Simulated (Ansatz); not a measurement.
H2AlFGe, SMILES `[F][Ge][AlH2]` (lower singlet) (charge 0, multiplicity 1). This singlet lies 0.42 eV below the relaxed triplet at the level frozen-core CCSD(T)/cc-pVTZ // B3LYP-D3(BJ)/def2-TZVP (Ansatz, a quantum-chemistry and plane-wave program).

Cartesian coordinates (Å):
SMILES: [F][Ge][AlH2]
```xyz
5

F      2.0940     0.0331    -0.7210
Ge     1.6890    -0.1534     1.0266
Al    -0.7787    -0.0001     0.1570
H     -1.4673     1.4132    -0.0859
H     -1.5370    -1.2929    -0.3767
```
Charge 0, spin multiplicity 1.

The restricted HF start is unstable towards unrestricted orbitals.

**Question.** Give the natural occupations of the active orbitals, the CASSCF energy and the corrected energy for Ansatz with frozen-core fic-MRCISD+Q@CASSCF(2e,2o)/cc-pVTZ // B3LYP-D3(BJ)/def2-TZVP.

**Answer.** 
```
Quantity                         Value
-----------------------  -------------
natural occupations         1.93, 0.07
CASSCF energy            -2417.9844 Ha
corrected energy         -2418.4868 Ha
weight of the reference          0.892
```
